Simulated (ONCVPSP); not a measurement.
## What one change does to a pseudopotential (Tc, ONCV)

- Element: Tc (Z = 43)
- Generator: ONCVPSP 4.0.1
- Type: optimised norm-conserving Vanderbilt (ONCV)
- Functional: LDA (Perdew-Wang 92)
- Relativity: scalar-relativistic
- Frozen core: [Ar] 3d10
- Valence charge: 15
- Reference configuration: 4s2 4p6 4d5 5s2
- Partial waves: 4s+5s: rc 1.55 bohr, ncon 3, nbas 6, qcut 7.2 1/bohr, 2 projectors; 4p: rc 1.55 bohr, ncon 3, nbas 6, qcut 9.6 1/bohr, 2 projectors, debl 1.3 Ha; 4d: rc 2.25 bohr, ncon 3, nbas 7, qcut 7.7 1/bohr, 2 projectors, debl 0.6 Ha
- Local potential: polynomial inside 1.15 bohr (lpopt 5, dvloc0 0 Ha)
- Core correction: Teter function, fcfact 5.75, rcfact 1.1

In the p channel the program set the typed energies aside and used -1.668, 0.250 Ha.

Change: p: nbas 8.

Cutoffs: the cutoffs (Ha) at which the residual kinetic energy of the hardest occupied pseudo-wave falls to 1 and 0.1 mHa per electron; they do not see the model core or the augmentation charge, which bear on the density cutoff. Errors are all-electron minus pseudo energies relative to the spin-unpolarised reference configuration.

Task: Predict the effect on cutoff, ghosts and configuration errors.

Result: The potential gets neither clearly harder nor softer (29 Ha and 35 Ha → 27 Ha and 33 Ha); the errors of the 4 common tests hardly move; neither file shows a bound ghost.

| quantity | base | changed |
| --- | --- | --- |
| cutoff, loose | 29 Ha | 27 Ha |
| cutoff, tight | 35 Ha | 33 Ha |
| loose cutoff by channel | s 20 Ha, p 29 Ha, d 18 Ha | s 20 Ha, p 27 Ha, d 18 Ha |
| bound ghosts | none | none |
| GHOST(+) flags under 300 eV | s at 177.9 eV | s at 177.9 eV |
| error for 4s2 4p6 4d5 5s1, meV [ΔE 8.42 eV] | -1.4 | -1.4 |
| error for 4s2 4p6 4d5 5s0, meV [ΔE 23.62 eV] | -5.2 | -5.2 |
| error for 4s2 4p6 4d4 5s0, meV [ΔE 52.55 eV] | -1.9 | -1.6 |
| error for 4s2 4p6 4d5.5 5s1.5, meV [ΔE -0.60 eV] | +0.4 | +0.4 |
| s: phases at 1.57 bohr within 0.05 rad from the reference energy up to (Ha; the scan ends near 5) | to the end of the scan | to the end of the scan |
| p: phases at 1.57 bohr within 0.05 rad from the reference energy up to (Ha; the scan ends near 5) | to the end of the scan | to the end of the scan |
| d: phases at 2.28 bohr within 0.05 rad from the reference energy up to (Ha; the scan ends near 5) | to the end of the scan | to the end of the scan |
| rms error of d²Exc/dni dnj with the model core, mHa | 1.30 | 1.29 |
